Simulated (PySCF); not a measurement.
## Excitation energy of In²⁺ by level of theory

In²⁺ [Kr] 4d10 5s1 (2S) → In²⁺ [Kr] 4d10 5d1 (2D), as a difference of total energies. Computed with PySCF 2.14 in aug-cc-pwCVTZ-DK3 (10s9p7d4f1g, 109 functions), with scalar relativity by spin-free X2C-1e. Correlated levels: valence and next inner shell: [Ar] 3d10 frozen. The calculations carry no spin-orbit coupling.

```json
{"method": "UHF", "excitation energy (eV)": "14.865"}
{"method": "LDA", "excitation energy (eV)": "16.202"}
{"method": "PBE", "excitation energy (eV)": "15.659"}
{"method": "PBE0", "excitation energy (eV)": "15.544"}
{"method": "r2SCAN", "excitation energy (eV)": "15.591"}
{"method": "M06-2X", "excitation energy (eV)": "15.395"}
{"method": "PW91", "excitation energy (eV)": "15.750"}
{"method": "CAM-B3LYP", "excitation energy (eV)": "15.936"}
{"method": "MP2 (valence and next inner shell)", "excitation energy (eV)": "16.070"}
{"method": "SCS-MP2 (valence and next inner shell)", "excitation energy (eV)": "15.861"}
```

Question: How much does correlation contribute at MP2 (valence and next inner shell)?

Answer: 16.070 − (14.865) = 1.205 eV, measured against UHF.

A first-order spin-orbit estimate (lowest level to lowest level, LS coupling) adds -0.022 eV.

The promoted electron is Rydberg-like, and one or two diffuse shells describe it only roughly, which tends to raise the upper state.
